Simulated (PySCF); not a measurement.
## Two-component Hartree-Fock for V⁺ (vanadium, charge +1)

Start: [Ar] 3d4; 3d3/2 filled at m_j = -3/2, -1/2, +1/2, +3/2. Calculated with PySCF 2.14 in x2c-SVPall-2c: generalised Hartree-Fock with the X2C-1e Hamiltonian and a Gaussian nucleus; one run each with spin-orbit coupling (SO) switched off, then screened by Boettger's factors.

```tsv
spinor shell	electrons	ε, spin-free (eV)	ε, screened SO (eV)	weight of nominal j (screened SO)	rms radius, screened SO (bohr)
1s1/2	2	-5520.1	-5520.1	1.000	0.0768
2s1/2	2	-657.84	-657.82	1.000	0.333
2p1/2	2	-546.79	-551.95	0.985	0.301
2p3/2	4	-546.79	-544.23	0.992	0.304
3s1/2	2	-89.448	-89.441	1.000	1.03
3p1/2	2	-57.349	-58.600	0.658	1.12
3p3/2	4	-57.349	-56.718	0.829	1.12
3d3/2	4	-15.666	-15.668	0.507	1.69
```

| quantity | spin-free | screened SO |
| --- | --- | --- |
| E (hartree) | -947.77894 | -947.78533 |
| M_J | 0 | 0 |
| ⟨J²⟩ | 4.008 | 3.962 |
| ⟨L²⟩ | 6.007 | 6.007 |
| ⟨S²⟩ | 6.000 | 6.000 |

The determinant has a definite M_J but mixes levels of different J.

Each row is a mean over spinors that exchange with the open shell spreads, by up to 10.189 eV (3p3/2).

Rows whose weight is well below 1 are mixtures of j = l ± 1/2: exchange outweighs spin-orbit coupling there, and the label is only the starting occupation.

Without spin-orbit coupling the j labels of p, d and f shells carry no meaning; the spin-free column gives the mean over the occupied spinors of each nl shell, and its ⟨J²⟩ belongs to a mixture of degenerate components.
